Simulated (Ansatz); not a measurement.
GaH+, multiplicity 2 (lowest of 2S+1 = 2, 4 at CCSD(T)/def2-TZVPP on PBE0 minima; our sources give no spin for the ground state, which may be another), most abundant isotopes (1.0078 and 68.9256 u). Constants from fifth-degree fits in 1/R to seven points on the lowest solution found; no spin–orbit coupling, no relativity up to Kr; ω_e x_e and α_e move by some per cent with the fit.

Correlated levels freeze the inner cores; with def2 sets outer-core shells near the valence are correlated too. CBS(a, b) extrapolates the correlation energy as X⁻³ and adds the Hartree–Fock energy of set b.

Programs: Ansatz (Gaussian basis) for Hartree–Fock, density functionals and correlated methods. 

```json
[
 {"level": "PBE/def2-TZVPP", "r_e (Å)": "1.6957", "ω_e (cm⁻¹)": "1206.1", "ω_e x_e (cm⁻¹)": "107", "α_e (cm⁻¹)": "0.497"},
 {"level": "CCSD(T)/CBS(def2-TZVPP, def2-QZVPP)", "r_e (Å)": "1.6336", "ω_e (cm⁻¹)": "1377.5", "ω_e x_e (cm⁻¹)": "112", "α_e (cm⁻¹)": "0.502"}
]
```

Q: Predict ω_e, ω_e x_e, B_e and the fall in zero-point energy on putting deuterium (2.014102 u) for H, at CCSD(T)/CBS(def2-TZVPP, def2-QZVPP).

A: 
The curve stays; ρ = √(μ_H/μ_D) = √(0.99330/1.95692) = 0.71245. ω_e scales with ρ: 981 cm⁻¹; ω_e x_e and B_e with ρ²: 56.9 and 3.228 cm⁻¹. The zero-point energy falls by 184 cm⁻¹, by which D₀ of the deuteride is larger.

Ansatz is an electronic-structure program.
